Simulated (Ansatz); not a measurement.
Stepwise reaction of `O[SiH]([SiH3])[SiH3]` with hydrogen sulfide, as a gas-phase model of exchange steps in deposition or etching. ΔE in kJ/mol; ΔG adds harmonic PBE0-D4 terms to CCSD(T)/CBS, at 1 bar.

Gas-phase electronic energies from Ansatz, PBE0-D4/def2-TZVP geometries. CCSD(T)/CBS is the MP2 limit (def2-TZVPP, def2-QZVPP) plus CCSD(T) − MP2 in def2-TZVPP, frozen cores. This one scheme is used for every species. DFT in def2-TZVPP. B3LYP here is the variant with VWN-RPA as its local correlation; programs differ in this. Each species was taken in one conformer, which may not be the lowest.

| step | reaction | PBE-D4 | B3LYP-D4 | ωB97M-V | CCSD(T)/CBS | ΔG(500 K) |
| --- | --- | --- | --- | --- | --- | --- |
| 1 | `O[SiH]([SiH3])[SiH3]` + H₂S → `O[SiH]([SiH3])S` + SiH₄ | -60.8 | -69.2 | -74.9 | -71.3 | -60.8 |
| 2 | `O[SiH]([SiH3])S` + H₂S → `O[SiH](S)S` + SiH₄ | -62.7 | -69.5 | -75.7 | -71.7 | -57.8 |

(1) By hand: ΔE of the 2 steps together at CCSD(T)/CBS.

Results:

(1) (-71.3) + (-71.7) = -143.0 kJ/mol, or -71.5 kJ/mol a step.

In ΔE the steps differ by no more than 0.4 kJ/mol. All are downhill at CCSD(T)/CBS. ΔG lies between -60.8 and -57.8 kJ/mol a step. PBE-D4 differs from CCSD(T)/CBS by 9.0 to 10.5 kJ/mol a step. Only this route is followed, and other bonds may react first. Isolated molecules leave out the surface, adducts and barriers. Largest T1 diagnostic: 0.013.
